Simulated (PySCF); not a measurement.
Computed IR spectrum (relative IR intensity) of a molecule C3H6FNSi. Geometry optimised at B3LYP-D3(BJ)/def2-SVP. Other conformers were not sampled. These are B3LYP-D3(BJ)/def2-SVP run with PySCF values and carry that method's errors. Frequencies are harmonic and unscaled.

Lines under 2 % of the strongest are left out, and lines within 2 cm⁻¹ are merged.

ν (cm⁻¹): 42 (vw), 75 (vw), 190 (vw), 304 (w), 501 (w), 575 (w), 672 (m), 734 (m), 796 (w), 861 (w), 893 (m), 932 (vs), 944 (s), 974 (vs), 1035 (w), 1191 (w), 1299 (vw), 1429 (w), 1447 (w), 2239 (s), 2271 (s), 2381 (w), 3042 (w), 3046 (vw), 3101 (vw) (against the strongest line: vs over 80 %, s over 45 %, m over 15 %, w over 4 %, vw less)

Problem. Pick the molecule that these values belong to.
A. C=C(F)/N=C/[SiH3]
B. FC1=CCN[SiH2]1
C. N#CCC[SiH2]F
D. FC=C=CN[SiH3]

Solution. C, N#CCC[SiH2]F
